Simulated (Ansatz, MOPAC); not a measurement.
Species: CH₃Zn (charge +1, singlet). SMILES: [CH3][Zn+]

Atoms: Zn1, C2, H3, H4, H5. Bonds: Zn1-C2, C2-H3, C2-H4, C2-H5.

Bond lengths (Å) and angles (degrees) optimised at PM7 with MOPAC; HF/STO-3G with Ansatz (a program for electronic structure); HF/3-21G with Ansatz, each started from the B3LYP-D3(BJ)/def2-TZVP structure (Ansatz) of the last column. A row stands for all coordinates that are equal there. No wavenumbers were computed at HF/STO-3G, so these may be saddle points.

```
coordinate    PM7  HF/STO-3G  HF/3-21G  B3LYP-D3(BJ)/def2-TZVP
----------  -----  ---------  --------  ----------------------
Zn1-C2      2.030      1.803     1.908                   2.012
C2-H3       1.094      1.086     1.081                   1.086
Zn1-C2-H3   109.3      112.0     108.9                   103.6
H3-C2-H4    109.6      106.8     110.0                   114.6
```

Mean signed difference of all 4 bond lengths from B3LYP-D3(BJ)/def2-TZVP: PM7 0.010 Å, HF/STO-3G -0.052 Å, HF/3-21G -0.030 Å.
